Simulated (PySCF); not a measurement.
P (phosphorus, neutral) across methods

[Ne] 3s1 3p3 4s1, high-spin 6S determinant (an excited configuration). Computed with PySCF 2.14 in aug-cc-pV(T+d)Z with one added diffuse shell each of s, p, d, f type (7s6p5d3f, 71 functions), with no relativity, point nucleus.

| method | E (hartree) | mean ε 3s α (eV) | mean ε 3p α (eV) | mean ε 4s α (eV) | Σ⟨r²⟩ (bohr²) | ⟨S²⟩ |
| --- | --- | --- | --- | --- | --- | --- |
| PBE | -340.6515 | -20.280 | -11.122 | -2.133 | 61.64 | 8.750 |
| BHandHLYP | -340.8074 | -24.791 | -13.626 | -2.694 | 63.75 | 8.750 |
| UHF | -340.33303 | -29.508 | -16.424 | -3.390 | 65.77 | 8.750 |
| PW91 | -340.7954 | -20.304 | -11.147 | -2.157 | 61.23 | 8.750 |
| r2SCAN | -340.8039 | -21.335 | -11.651 | -2.151 | 62.70 | 8.750 |
| TPSSh | -340.8252 | -21.535 | -11.797 | -2.215 | 62.59 | 8.750 |
| PBE0 | -340.6879 | -22.727 | -12.565 | -2.514 | 62.34 | 8.750 |
| BP86 | -340.8406 | -20.295 | -11.144 | -2.249 | 60.57 | 8.750 |

Q: Estimate the same row for LDA.

A: E (hartree) = -339.5345; mean ε 3s α (eV) = -20.116; mean ε 3p α (eV) = -11.051; mean ε 4s α (eV) = -2.237; Σ⟨r²⟩ (bohr²) = 60.11; ⟨S²⟩ = 8.750.

The outer electron is Rydberg-like, and this basis confines it to a smaller radius and binds it less than a complete one would.
